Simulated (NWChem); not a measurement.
System: SiH₃O₂F; SMILES O[SiH](O)F

NWChem input:

```
start job
memory heap 200 mb stack 900 mb global 1100 mb
geometry units angstroms
  Si     0.029414    -0.029292     0.358784
  O      0.494821    -1.516967    -0.193448
  O     -1.515693     0.272681    -0.183070
  F      0.985558     1.167060    -0.221347
  H      0.192380    -0.047992     1.834854
  H      0.247882    -1.712855    -1.114647
  H     -1.765947     1.210427    -0.248447
end
basis spherical
  * library def2-svp
end
dft
  xc becke88 lyp
  iterations 150
end
driver
  maxiter 120
end
task dft optimize
task dft freq
```

Parts of the log:

```
             Northwest Computational Chemistry Package (NWChem) 7.3.0
             --------------------------------------------------------

 C1  symmetry detected

                             Geometry "geometry" -> ""
                             -------------------------

 Output coordinates in angstroms (scale by  1.889725989 to convert to a.u.)

  No.       Tag          Charge          X              Y              Z
 ---- ---------------- ---------- -------------- -------------- --------------
    1 Si                  14.0000     0.03318170    -0.01494355     0.34745405
    2 O                    8.0000     0.64743152    -1.45130445    -0.19504505
    3 O                    8.0000    -1.52939149     0.13184988    -0.20839287
    4 F                    9.0000     0.87198642     1.26788586    -0.22941404
    5 H                    1.0000     0.18442348    -0.01295137     1.82488839
    6 H                    1.0000     0.42893663    -1.67338877    -1.11748589
    7 H                    1.0000    -1.87010196     1.04021364    -0.27952953

 Effective nuclear repulsion energy (a.u.)     184.8871936127

                                Z-matrix (autoz)
                                --------

 Units are Angstrom for bonds and degrees for angles

[...]

      ----------------------
      Optimization converged
      ----------------------

  Step       Energy      Delta E   Gmax     Grms     Xrms     Xmax
  ---- ---------------- -------- -------- -------- -------- --------
@    5    -541.40797346 -4.1D-08  0.00005  0.00001  0.00020  0.00058
                                     ok       ok       ok       ok

                                Z-matrix (autoz)
                                --------

 Units are Angstrom for bonds and degrees for angles

[...]

 Rotational Constants
 --------------------
 A=   0.230613 cm-1  (  0.331794 K)
 B=   0.213471 cm-1  (  0.307130 K)
 C=   0.128313 cm-1  (  0.184610 K)

 Temperature                      =   298.15K
 frequency scaling parameter      =   1.0000

 Zero-Point correction to Energy  =   24.310 kcal/mol  (  0.038740 au)
 Thermal correction to Energy     =   27.824 kcal/mol  (  0.044340 au)
 Thermal correction to Enthalpy   =   28.416 kcal/mol  (  0.045284 au)

 Total Entropy                    =   73.602 cal/mol-K
   - Translational                =   39.109 cal/mol-K (mol. weight =  81.9886)
   - Rotational                   =   25.038 cal/mol-K (symmetry #  =        1)
   - Vibrational                  =    9.455 cal/mol-K

 Cv (constant volume heat capacity) =   18.588 cal/mol-K
   - Translational                  =    2.979 cal/mol-K
   - Rotational                     =    2.979 cal/mol-K
   - Vibrational                    =   12.630 cal/mol-K

[normal modes left out]

 ----------------------------------------------------------------------------
 Normal Eigenvalue ||           Projected Infra Red Intensities
  Mode   [cm**-1]  || [atomic units] [(debye/angs)**2] [(KM/mol)] [arbitrary]
 ------ ---------- || -------------- ----------------- ---------- -----------
    1       -0.000 ||    0.000575           0.013         0.560       0.083
    2       -0.000 ||    0.000183           0.004         0.179       0.026
    3       -0.000 ||    0.000022           0.001         0.021       0.003
    4       -0.000 ||    0.000348           0.008         0.339       0.050
    5       -0.000 ||    0.001073           0.025         1.046       0.155
    6        0.000 ||    0.000188           0.004         0.184       0.027
    7      170.212 ||    0.090881           2.097        88.595      13.140
    8      211.268 ||    0.048767           1.125        47.540       7.051
    9      290.206 ||    0.029855           0.689        29.104       4.317
   10      346.699 ||    0.099276           2.290        96.779      14.354
   11      374.350 ||    0.059205           1.366        57.716       8.560
   12      742.025 ||    0.068250           1.575        66.533       9.868
   13      767.382 ||    0.115755           2.671       112.843      16.737
   14      797.332 ||    0.043649           1.007        42.551       6.311
   15      821.632 ||    0.063239           1.459        61.648       9.144
   16      882.497 ||    0.082147           1.895        80.081      11.877
   17      924.038 ||    0.254404           5.869       248.005      36.783
   18      971.932 ||    0.231707           5.346       225.879      33.502
   19     2262.917 ||    0.116853           2.696       113.914      16.895
   20     3721.646 ||    0.072493           1.672        70.670      10.482
   21     3728.851 ||    0.073545           1.697        71.695      10.634
 ----------------------------------------------------------------------------
```

Level: BLYP/def2-SVP.
